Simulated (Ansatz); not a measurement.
Geometry optimisation, RKS PBE-D4/def2-SVP (Ansatz 0.2.0).

input.yaml

```yaml
crystal:
  periodic: [false, false, false]
  atoms:
    - { symbol: I, position_ang: [-1.435232, -2.531978, -0.167163] }
    - { symbol: C, position_ang: [-0.361925, 0.75613, -0.045233] }
    - { symbol: Cl, position_ang: [-0.920973, 1.020293, -1.64178] }
    - { symbol: F, position_ang: [-1.3039, 0.761727, 0.895372] }
    - { symbol: C, position_ang: [0.936714, 0.564761, 0.281106] }
    - { symbol: F, position_ang: [1.902619, 0.569782, -0.641811] }
    - { symbol: H, position_ang: [1.261942, 0.415927, 1.324052] }
    - { symbol: H, position_ang: [-0.079145, -1.556743, -0.004543] }
basis:
  gaussian: { orbitals: def2-SVP }
hamiltonian:
  xc: pbe
  dispersion: d4
relax:
  f_tol: 0.03
  max_steps: 50
output:
  orbitals: {}
```

Launched with:

```bash
$ ansatz run input.yaml --threads 2 --pin off --max-ram 3072MiB --backend cpu --events-out ev --progress --plain --runs-dir out
```

**Question.** Where does it end, and by what steps?

**Answer.** It converged. The force dipped under the threshold on the way, but the program's further checks kept it going. After 20 steps the energy has fallen by 0.077 eV; I1 moved furthest, 0.83 Å.

```csv
step,energy less start (eV),largest force component (eV/Å),accepted
0,0.0000,0.488,yes
1,-0.0551,0.327,yes
2,-0.0089,0.999,no
3,-0.0649,0.049,yes
4,-0.0656,0.035,yes
5,-0.0661,0.031,yes
6,-0.0670,0.047,yes
7,-0.0677,0.046,yes
8,-0.0687,0.065,yes
9,-0.0696,0.077,yes
10,-0.0707,0.073,yes
11,-0.0716,0.085,yes
12,-0.0725,0.097,yes
13,-0.0734,0.092,yes
14,-0.0742,0.106,yes
15,-0.0749,0.108,yes
16,-0.0755,0.075,yes
17,-0.0761,0.028,yes
18,-0.0763,0.040,yes
19,-0.0764,0.045,yes
20,-0.0766,0.015,yes
```

```xyz
8
Properties=species:S:1:pos:R:3
I -0.849 -2.977 -0.550
C -0.364 0.990 0.004
Cl -1.007 1.064 -1.584
F -1.168 1.436 0.968
C 0.865 0.509 0.297
F 1.692 0.066 -0.650
H 1.250 0.485 1.329
H -0.417 -1.573 0.185
```

Run time: 26 s on 2 threads of Intel(R) Xeon(R) 6975P-C (Granite Rapids) (shared host), peak memory 0.18 GiB.
